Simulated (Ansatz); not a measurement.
GeO₃H₂: single points at one geometry.

```yaml
crystal:
  periodic: [false, false, false]
  atoms:
    - {symbol: Ge, position_ang: [-0.871534, -0.113189, 0.605855]}
    - {symbol: O, position_ang: [-1.568792, -0.819968, 1.920644]}
    - {symbol: O, position_ang: [1.065049, 0.071783, -1.200932]}
    - {symbol: O, position_ang: [0.803362, -0.602890, 0.065839]}
    - {symbol: H, position_ang: [1.913267, 0.510657, -0.974880]}
    - {symbol: H, position_ang: [-1.341343, 0.953618, -0.416526]}
basis:
  gaussian: {orbitals: def2-TZVP, initial_orbitals: start.molden}
hamiltonian: {xc: pbe0, dispersion: d4}
scf: {omitted_lower_state_checks: [starts]}
output: {orbitals: {seedname: orbitals}}
```

The file start.molden holds the orbitals of an earlier run on this structure, at another level or in another basis.

```sh
$ ansatz run in.yaml --threads 4 --pin off --events-out ev --progress --plain --max-ram 3916MiB
```

Shortened log:

```
Functional definition: PBE0
942 factors; their error is unknown
mean field evaluation 1: about -62673.2513 eV, gradient 1.9e2 eV
mean field evaluation 2: about -62677.2520 eV, gradient 5.4e0 eV
mean field evaluation 4: about -62677.6323 eV, gradient 3.4e-1 eV
mean field evaluation 8: about -62677.6325 eV, gradient 1.3e-5 eV
mean field -62677.63253006 eV, -2303.3605110545 hartree, gradient 1.3e-5 eV, S^2 0.000000; 0 other end points of the search recorded, 0 dependent functions left out
reference -62677.63255353 eV, -2303.3605119169 hartree; 29, 29 occupied and 124, 124 virtual orbitals, 942 factors
Total energy: -62677.71477686 eV, -2303.3635335686 hartree
Checks for a lower state left out: starts
```

Hardware: 4 threads of Arm Neoverse V2 on a shared host. Wall time 1.2 s.

As the first input, with `hamiltonian: {xc: {name: revPBE}, dispersion: d4}` (abridged; 0.9 s):

```
Functional definition: revPBE
mean field -62685.50922398 eV, -2303.6499742171 hartree, gradient 2.3e-5 eV, S^2 0.000000
Total energy: -62685.81070780 eV, -2303.6610535429 hartree
Checks for a lower state left out: starts
```

As the first input, with `hamiltonian: {xc: r2scan, dispersion: d4}` (abridged; 1.8 s):

```
Functional definition: r2SCAN
mean field -62688.26932051 eV, -2303.7514058937 hartree, gradient 2.7e-5 eV, S^2 0.000000
Total energy: -62688.29202625 eV, -2303.7522403141 hartree
Checks for a lower state left out: starts
```

The first input with `hamiltonian: {xc: pbe, dispersion: d4}`, `output: {forces: true, orbitals: {seedname: orbitals}}` (abridged; 1.1 s):

```
Functional definition: PBE
mean field -62676.96551933 eV, -2303.3359988624 hartree, gradient 1.8e-5 eV, S^2 0.000000
Total energy: -62677.06391280 eV, -2303.3396147554 hartree
Atom 0 force    -0.012433     0.035788    -0.039517 eV/Å
Atom 1 force     0.030165    -0.001094    -0.013003 eV/Å
Atom 2 force     0.194145     0.190477    -0.171569 eV/Å
Atom 3 force    -0.135032    -0.132543     0.257968 eV/Å
Atom 4 force    -0.114322    -0.043563    -0.067779 eV/Å
Atom 5 force     0.037477    -0.049064     0.033901 eV/Å
Dipole moment:     0.343047     0.597990    -0.503505 e Å
Checks for a lower state left out: starts
```

First input, but with `gaussian: {orbitals: def2-TZVPP, initial_orbitals: start.molden}`, `correlation: {method: ccsd_t}` and without the key `hamiltonian` (abridged; 36 s):

```
Functional definition: HF
mean field -62615.46268431 eV, -2301.0758113634 hartree, gradient 9.5e-7 eV, S^2 0.000000
12 core orbitals not correlated: weight in the atoms' cores, before any rotation towards them, 1.000 or more for the frozen orbitals, at most 0.000 for the correlated occupied ones
second order -26.66808555 eV of doubles, -0.00000000 eV of singles
cycle   1  -25.31792182 eV  change     1.4e0 eV  update   1.7e-1
cycle   2  -26.20269095 eV  change   -8.8e-1 eV  update   7.4e-2
cycle   3  -26.46999294 eV  change   -2.7e-1 eV  update   3.5e-2
cycle   4  -26.46467465 eV  change    5.3e-3 eV  update   1.3e-2
cycle   5  -26.44989255 eV  change    1.5e-2 eV  update   5.0e-3
cycle   6  -26.45321552 eV  change   -3.3e-3 eV  update   2.5e-3
cycle   7  -26.45363464 eV  change   -4.2e-4 eV  update   9.0e-4
cycle   8  -26.45280665 eV  change    8.3e-4 eV  update   4.3e-4
cycle   9  -26.45278514 eV  change    2.2e-5 eV  update   1.8e-4
cycle  10  -26.45302084 eV  change   -2.4e-4 eV  update   9.1e-5
cycle  11  -26.45284027 eV  change    1.8e-4 eV  update   4.8e-5
cycle  12  -26.45286054 eV  change   -2.0e-5 eV  update   2.5e-5
perturbative correction -1.19950077 eV, -0.0440808401 hartree
Total energy: -62643.11504562 eV, -2302.0920168981 hartree
Checks for a lower state left out: starts
```

As the first input, with `hamiltonian: {xc: {name: B97M-V}}` (abridged; 3.1 s):

```
Functional definition: B97M-V
mean field -62678.93374059 eV, -2303.4083296595 hartree, gradient 2.3e-5 eV, S^2 0.000000
Total energy: -62678.93378504 eV, -2303.4083312931 hartree
Checks for a lower state left out: starts
```

Geometry: PBE-D4/def2-SVP.

Correlated methods freeze 12 core orbitals; core or outer-core shells of Ge are correlated, in sets that lack core-valence functions. The structure holds 1 bond(s) between oxygen atoms. At CCSD(T)/def2-TZVPP T1 of the charge 0 singlet is large (up to 0.021), so the single-reference result is doubtful. Another isomer (singlet) lies 0.93 eV lower at PBE0-D4/def2-TZVP; other spin states weren't run for this one.
